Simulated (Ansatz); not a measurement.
C2H8N2Si, SMILES `NC1NC[SiH2]1`, relaxed with RKS PBE0-D4/def2-TZVP in the Gaussian-basis code of Ansatz from a PBE-D4/def2-SVP geometry. The force threshold is 0.005 eV/Å; the program also tests the step.

The species carries charge 0 and has multiplicity 1.

Start:

```xyz
13

N     1.900   -0.388    0.611
C     0.512   -0.611    0.375
N    -0.506    0.345    1.006
C    -1.590    0.350   -0.028
Si   -0.292   -0.196   -1.324
H     2.213    0.532    0.280
H     2.146   -0.471    1.606
H     0.252   -1.636    0.723
H    -0.065    1.277    1.022
H    -2.094    1.331   -0.137
H    -2.369   -0.406    0.209
H    -0.516   -1.159   -2.475
H     0.408    1.031   -1.866
```

Problem. By how much does the energy fall, and how many steps does the optimiser take? (Estimate.)

Solution. Ansatz gave: 5.92 kJ/mol, in 9 steps, 1 of them rejected.

Problem. Which bonds change most? (An estimate is asked.)

Solution. The calculation gave: C2–Si5 from 1.925 to 1.897 Å; C4–Si5 from 1.915 to 1.888 Å; Si5–H12 from 1.517 to 1.495 Å; Si5–H13 from 1.513 to 1.494 Å.

Problem. Give the relaxed structure. (Estimate.)

Solution. Ansatz gave: 
```xyz
13

N     1.886   -0.364    0.615
C     0.510   -0.608    0.356
N    -0.506    0.313    1.000
C    -1.575    0.354   -0.040
Si   -0.287   -0.183   -1.311
H     2.198    0.536    0.276
H     2.119   -0.449    1.597
H     0.271   -1.625    0.686
H    -0.080    1.231    1.071
H    -2.047    1.333   -0.136
H    -2.355   -0.378    0.183
H    -0.537   -1.169   -2.407
H     0.403    1.009   -1.890
```
